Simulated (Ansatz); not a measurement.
Molecule: C2H10NSi2, net charge 0, doublet state. It need not be the lowest isomer of its formula. 
Structure (B3LYP-D3(BJ)/def2-TZVP (Ansatz, a quantum-chemistry and plane-wave program) minimum search):
SMILES: [CH2][SiH](C)N[SiH3]
```xyz
15

Si    -0.9098     0.0304    -0.5765
C     -1.8626     1.6079    -0.5043
C     -1.3308    -1.1195     0.8428
N      0.7935     0.3513    -0.4933
Si     1.9976    -0.3366     0.5373
H     -1.2710    -0.6372    -1.8561
H     -1.5512     2.4504     0.1051
H     -2.7922     1.7620    -1.0423
H     -2.3928    -1.3706     0.8207
H     -0.7660    -2.0523     0.7741
H     -1.1147    -0.6567     1.8075
H      1.1481     1.0116    -1.1710
H      2.0891    -1.8109     0.3917
H      3.3012     0.2648     0.1707
H      1.7264    -0.0632     1.9702
```
Charge 0, spin multiplicity 2.

Property: atomisation energy (electronic, to ground-state atoms), in kJ/mol. Cores are frozen in the correlated levels unless marked. Open shells are spin-unrestricted. Spin-orbit coupling is left out. No relativistic terms. The coupled-cluster limit lacks core correlation, which all-electron functionals hold. CBS marks a two-point X^-3 extrapolation of the correlation energy; Hartree-Fock from the larger set.

| level | program | atomisation energy (kJ/mol) |
|---|---|---|
| BLYP-D3(BJ)/def2-TZVPD | Ansatz + dftd3 | ___ |
| HSE06/def2-TZVPD | Ansatz | 5162.7 |
| LC-wPBE-D3(BJ)/def2-TZVPD | Ansatz + dftd3 | 5208.1 |
| B2PLYP-D4/def2-TZVPD | Ansatz + dftd4 | 5151.6 |
| B2PLYP/def2-TZVPD | Ansatz | 5127.3 |
| CCSD(T) with core electrons (1s frozen past Ne)/cc-pwCVTZ | Ansatz | 5092.2 |
| CCSD(T)/CBS(cc-pV(T+d)Z,cc-pV(Q+d)Z) | Ansatz | 5212.2 |

### Question
Complete the blanks.

### Answer

- BLYP-D3(BJ)/def2-TZVPD, atomisation energy (kJ/mol): 5175.4
